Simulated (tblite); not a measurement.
Record of a relaxation.

Species: C₅H₁₂GeO₂.
SMILES with atom numbers: `[CH3:1][O:2][CH2:3][C@@H:4]1[CH2:5][GeH2:6][CH2:7][O:8]1` (hydrogens: H9, H10, H11 on C1; H12, H13 on C3; H14 on C4; H15, H16 on C5; H17, H18 on Ge6; H19, H20 on C7)

Computed with GFN2-xTB (tblite), gas phase: L-BFGS steps from a force-field or distance-geometry start until the largest atomic force falls under 0.01 eV/Å. 8 of its 80 geometries are shown.

Step 0: E = -730.2301 eV, largest atomic force 1.474 eV/Å
```
atom  x, y, z in Å  |  force x, y, z in eV/Å
C1      3.441    0.130   -0.004    0.143   0.593  -0.072
O2      2.118    0.656    0.062    0.740  -0.969   0.210
C3      1.214   -0.416    0.209   -0.674   0.515  -0.190
C4     -0.216    0.162    0.272    0.418  -0.313   0.631
C5     -1.240   -0.963    0.523    0.529  -0.793   0.749
Ge6    -2.886   -0.188   -0.071   -1.445  -0.274   0.094
C7     -1.870    1.235   -0.895    0.095   1.207  -0.481
O8     -0.506    0.855   -0.914   -0.608  -0.406   0.031
H9      4.147    0.976   -0.104   -0.473  -0.299   0.041
H10     3.552   -0.521   -0.891   -0.017   0.087   0.368
H11     3.697   -0.422    0.923   -0.152   0.085  -0.397
H12     1.403   -0.988    1.143    0.025   0.176  -0.308
H13     1.265   -1.099   -0.659    0.116   0.101   0.171
H14    -0.250    0.866    1.137   -0.025  -0.105  -0.312
H15    -1.025   -1.843   -0.112    0.220   0.263   0.524
H16    -1.294   -1.245    1.600    0.440  -0.040  -0.803
H17    -3.738    0.338    1.115    0.077  -0.351  -0.582
H18    -3.598   -1.090   -1.110    0.011   0.370   0.564
H19    -2.233    1.394   -1.922    0.512   0.331   0.184
H20    -1.987    2.173   -0.304    0.065  -0.178  -0.424
```

Step 11: E = -730.5568 eV, largest atomic force 0.127 eV/Å
```
atom  x, y, z in Å  |  force x, y, z in eV/Å
C1      3.443    0.135   -0.001    0.009   0.017  -0.005
O2      2.133    0.627    0.087   -0.009   0.057   0.066
C3      1.190   -0.406    0.200    0.018  -0.002  -0.008
C4     -0.227    0.146    0.290   -0.011  -0.004  -0.002
C5     -1.221   -0.995    0.568   -0.104   0.050  -0.052
Ge6    -2.917   -0.188   -0.064    0.036   0.042  -0.026
C7     -1.868    1.287   -0.920   -0.010  -0.070   0.035
O8     -0.552    0.781   -0.929    0.006  -0.059  -0.002
H9      4.097    0.996   -0.102    0.022   0.047   0.003
H10     3.566   -0.521   -0.872   -0.005  -0.010  -0.044
H11     3.717   -0.432    0.898    0.003   0.000   0.028
H12     1.391   -0.995    1.111   -0.007  -0.051  -0.033
H13     1.260   -1.073   -0.672   -0.026  -0.024  -0.023
H14    -0.270    0.885    1.105    0.012   0.030   0.000
H15    -0.952   -1.856   -0.046   -0.022   0.016   0.034
H16    -1.202   -1.301    1.613    0.007   0.076  -0.060
H17    -3.836    0.254    1.048   -0.011  -0.036  -0.043
H18    -3.689   -1.066   -1.013   -0.006   0.007   0.051
H19    -2.128    1.508   -1.956    0.009  -0.039   0.041
H20    -1.939    2.224   -0.348    0.088  -0.049   0.040
```

Step 23: E = -730.5757 eV, largest atomic force 0.117 eV/Å
```
atom  x, y, z in Å  |  force x, y, z in eV/Å
C1      3.441    0.158    0.012    0.003   0.014  -0.009
O2      2.124    0.623    0.150   -0.013  -0.043   0.001
C3      1.193   -0.428    0.189   -0.054  -0.007  -0.006
C4     -0.225    0.123    0.274   -0.014   0.062  -0.039
C5     -1.246   -0.979    0.590    0.051  -0.011   0.003
Ge6    -2.931   -0.179   -0.067   -0.001   0.054  -0.023
C7     -1.843    1.272   -0.921    0.013  -0.001   0.003
O8     -0.556    0.705   -0.968   -0.012   0.045  -0.068
H9      4.074    1.035   -0.089    0.017   0.016   0.024
H10     3.550   -0.475   -0.878   -0.003   0.018  -0.030
H11     3.753   -0.426    0.888   -0.006   0.017   0.012
H12     1.384   -1.066    1.067   -0.010  -0.043  -0.002
H13     1.274   -1.044   -0.719    0.017  -0.007  -0.012
H14    -0.249    0.905    1.049   -0.006  -0.001   0.049
H15    -0.990   -1.855   -0.005   -0.015  -0.086   0.078
H16    -1.231   -1.245    1.643    0.012  -0.025  -0.004
H17    -3.872    0.247    1.030   -0.004   0.023  -0.007
H18    -3.699   -1.080   -0.996    0.034   0.026   0.008
H19    -2.117    1.533   -1.944    0.018  -0.007   0.082
H20    -1.840    2.186   -0.307   -0.029  -0.043  -0.058
```

Step 34: E = -730.5844 eV, largest atomic force 0.044 eV/Å
```
atom  x, y, z in Å  |  force x, y, z in eV/Å
C1      3.438    0.177    0.020   -0.005  -0.013   0.001
O2      2.112    0.606    0.189    0.001  -0.038  -0.022
C3      1.190   -0.455    0.169    0.011  -0.017  -0.002
C4     -0.226    0.101    0.254    0.023   0.022   0.005
C5     -1.253   -0.984    0.611    0.007   0.039  -0.006
Ge6    -2.926   -0.168   -0.063   -0.029  -0.013   0.004
C7     -1.835    1.268   -0.922    0.006  -0.023   0.005
O8     -0.559    0.680   -0.990    0.009  -0.024   0.000
H9      4.052    1.073   -0.058   -0.023  -0.012   0.027
H10     3.550   -0.421   -0.893    0.005   0.027   0.012
H11     3.773   -0.425    0.876   -0.006   0.005  -0.026
H12     1.363   -1.129    1.024    0.023   0.005  -0.021
H13     1.289   -1.035   -0.761    0.001   0.020   0.004
H14    -0.237    0.890    1.022    0.011   0.005   0.037
H15    -1.017   -1.901    0.070    0.000   0.014   0.016
H16    -1.235   -1.198    1.677   -0.008  -0.007  -0.004
H17    -3.882    0.281    1.011   -0.003  -0.002   0.003
H18    -3.675   -1.069   -1.003   -0.018  -0.003  -0.014
H19    -2.118    1.545   -1.935    0.001  -0.005  -0.003
H20    -1.810    2.175   -0.301   -0.006   0.018  -0.017
```

Step 45: E = -730.5881 eV, largest atomic force 0.029 eV/Å
```
atom  x, y, z in Å  |  force x, y, z in eV/Å
C1      3.437    0.186    0.023   -0.004   0.001   0.005
O2      2.106    0.591    0.195    0.000   0.010   0.005
C3      1.190   -0.473    0.153    0.007   0.004  -0.007
C4     -0.221    0.094    0.262    0.005  -0.010   0.004
C5     -1.260   -0.975    0.634    0.009   0.006  -0.003
Ge6    -2.930   -0.165   -0.062    0.024  -0.010   0.013
C7     -1.831    1.260   -0.926    0.005   0.001   0.007
O8     -0.555    0.670   -0.984   -0.005  -0.020   0.003
H9      4.034    1.095   -0.006    0.016  -0.016   0.005
H10     3.569   -0.370   -0.914    0.001   0.017  -0.006
H11     3.772   -0.447    0.856    0.001  -0.015  -0.002
H12     1.378   -1.173    0.984   -0.015   0.011   0.009
H13     1.281   -1.025   -0.794   -0.006   0.005  -0.018
H14    -0.206    0.885    1.029   -0.020  -0.005  -0.007
H15    -1.025   -1.905    0.115   -0.014   0.017   0.007
H16    -1.252   -1.169    1.704   -0.007   0.006  -0.023
H17    -3.895    0.291    1.001   -0.003   0.002   0.006
H18    -3.681   -1.058   -1.010    0.005  -0.014   0.006
H19    -2.111    1.523   -1.945    0.012   0.000   0.011
H20    -1.806    2.177   -0.319   -0.010   0.008  -0.015
```

Step 56: E = -730.5899 eV, largest atomic force 0.031 eV/Å
```
atom  x, y, z in Å  |  force x, y, z in eV/Å
C1      3.441    0.186    0.026   -0.012   0.002   0.008
O2      2.110    0.590    0.209   -0.012   0.019   0.022
C3      1.190   -0.471    0.144   -0.005  -0.001   0.005
C4     -0.221    0.093    0.263    0.005   0.001  -0.005
C5     -1.264   -0.970    0.646    0.019   0.010   0.004
Ge6    -2.932   -0.162   -0.056    0.018  -0.002  -0.005
C7     -1.830    1.256   -0.933   -0.004  -0.006  -0.001
O8     -0.558    0.659   -0.985    0.003   0.006  -0.007
H9      4.045    1.091    0.051   -0.002  -0.001  -0.001
H10     3.577   -0.319   -0.938   -0.004   0.002  -0.006
H11     3.765   -0.490    0.828   -0.002  -0.026   0.000
H12     1.376   -1.188    0.960    0.005  -0.012   0.017
H13     1.279   -0.999   -0.816    0.002  -0.011  -0.008
H14    -0.208    0.887    1.027    0.008   0.004  -0.019
H15    -1.038   -1.908    0.139    0.011   0.017   0.000
H16    -1.259   -1.151    1.718    0.011  -0.003  -0.005
H17    -3.901    0.295    1.005    0.005   0.002  -0.009
H18    -3.670   -1.076   -0.995   -0.009   0.010   0.004
H19    -2.104    1.506   -1.957   -0.017   0.003   0.014
H20    -1.801    2.181   -0.339   -0.019  -0.014  -0.008
```

Step 68: E = -730.5933 eV, largest atomic force 0.032 eV/Å
```
atom  x, y, z in Å  |  force x, y, z in eV/Å
C1      3.439    0.176    0.039    0.005   0.001   0.005
O2      2.117    0.588    0.264    0.004   0.006   0.002
C3      1.191   -0.462    0.141    0.008  -0.002  -0.001
C4     -0.218    0.106    0.254    0.003   0.007  -0.013
C5     -1.253   -0.953    0.661   -0.024   0.004  -0.004
Ge6    -2.928   -0.168   -0.045   -0.029  -0.010   0.008
C7     -1.841    1.241   -0.952   -0.001  -0.011  -0.001
O8     -0.565    0.651   -1.002    0.011   0.008  -0.014
H9      4.065    1.057    0.166    0.003  -0.008  -0.005
H10     3.565   -0.221   -0.977    0.010   0.003   0.012
H11     3.741   -0.596    0.759    0.014   0.001  -0.010
H12     1.362   -1.210    0.933   -0.016  -0.004   0.002
H13     1.292   -0.957   -0.836   -0.001   0.003  -0.003
H14    -0.200    0.915    1.002   -0.002   0.000   0.010
H15    -1.026   -1.895    0.162    0.013  -0.002   0.001
H16    -1.236   -1.121    1.734    0.000  -0.003   0.012
H17    -3.899    0.311    1.003    0.008  -0.003   0.003
H18    -3.667   -1.103   -0.962   -0.004   0.009   0.000
H19    -2.127    1.475   -1.975    0.002  -0.001  -0.006
H20    -1.817    2.174   -0.371   -0.004   0.002   0.002
```

Step 79: E = -730.5938 eV, largest atomic force 0.009 eV/Å
```
atom  x, y, z in Å  |  force x, y, z in eV/Å
C1      3.443    0.173    0.043    0.005   0.002   0.002
O2      2.123    0.582    0.283    0.002  -0.001   0.003
C3      1.191   -0.460    0.139   -0.002  -0.001  -0.002
C4     -0.218    0.111    0.251   -0.003   0.001  -0.002
C5     -1.252   -0.948    0.665   -0.004  -0.001  -0.002
Ge6    -2.931   -0.170   -0.043    0.003  -0.005   0.004
C7     -1.847    1.234   -0.959    0.005   0.005  -0.001
O8     -0.567    0.651   -1.007    0.003   0.000  -0.004
H9      4.073    1.047    0.199    0.003   0.006   0.001
H10     3.570   -0.189   -0.985   -0.008  -0.004   0.003
H11     3.746   -0.623    0.736   -0.001  -0.001   0.001
H12     1.350   -1.220    0.921    0.003  -0.002   0.000
H13     1.296   -0.941   -0.844    0.001  -0.001  -0.005
H14    -0.198    0.922    0.996    0.000   0.001   0.002
H15    -1.021   -1.892    0.172    0.000   0.001   0.004
H16    -1.234   -1.108    1.740    0.000  -0.002  -0.006
H17    -3.895    0.313    1.008    0.001   0.002   0.004
H18    -3.674   -1.106   -0.954   -0.004  -0.003   0.000
H19    -2.133    1.464   -1.983   -0.001  -0.005  -0.002
H20    -1.826    2.170   -0.383   -0.003   0.007   0.002
```

Task: Summarise the path.

Result: The energy falls by 0.3637 eV from step 0 to step 79; nine tenths of that is first reached at step 12. It falls at every step. The largest force goes from 1.474 to 0.009 eV/Å. Among the bonds C5–Ge6 changes most, from 1.914 to 1.981 Å; the atoms move by 0.210 Å rms after alignment.

Task: Follow the three bonds and two angles with the largest change from start to end.

Result: 
```
step  E above end (eV)  largest force (eV/Å)  C5–Ge6 (Å)  Ge6–C7 (Å)  Ge6–H18 (Å)  H17–Ge6–H18 (°)  Ge6–C7–H19 (°)
   0            0.3637                 1.474       1.914       1.933        1.549            117.2           109.3
   3            0.1498                 0.462       1.972       1.990        1.498            118.3           109.8
   7            0.0548                 0.246       1.966       1.975        1.497            111.5           115.4
  10            0.0391                 0.135       1.981       1.999        1.506            109.3           115.5
  14            0.0305                 0.138       1.976       2.001        1.502            107.3           115.2
  17            0.0274                 0.077       1.977       1.998        1.503            106.7           115.0
  21            0.0217                 0.109       1.980       2.004        1.504            106.9           115.4
  24            0.0168                 0.106       1.977       2.002        1.506            107.7           116.1
  27            0.0141                 0.073       1.981       1.999        1.504            107.9           116.4
  31            0.0109                 0.062       1.978       2.000        1.502            107.9           116.4
  34            0.0095                 0.044       1.979       1.997        1.502            107.9           116.2
  38            0.0080                 0.044       1.981       1.998        1.504            108.1           116.1
  41            0.0070                 0.059       1.980       1.998        1.505            108.0           115.9
  45            0.0058                 0.029       1.983       1.997        1.503            107.8           115.8
  48            0.0053                 0.022       1.981       1.996        1.503            107.7           115.9
  52            0.0048                 0.044       1.981       1.996        1.503            107.8           115.9
  55            0.0041                 0.034       1.982       1.999        1.503            108.0           115.9
  58            0.0035                 0.030       1.981       1.999        1.505            107.9           115.8
  62            0.0022                 0.041       1.980       1.997        1.502            107.8           115.7
  65            0.0011                 0.055       1.979       1.998        1.502            107.8           115.9
  69            0.0004                 0.027       1.981       1.996        1.504            107.8           115.9
  72            0.0002                 0.015       1.981       1.997        1.503            107.9           115.9
  76            0.0001                 0.014       1.981       1.997        1.503            107.9           115.9
  79            0.0000                 0.009       1.981       1.996        1.503            107.8           116.0
```

What follows is the cost of the whole relaxation. Time: 0.98 s of wall time. Hardware: an Arm Neoverse N1 with one thread, on a shared host.
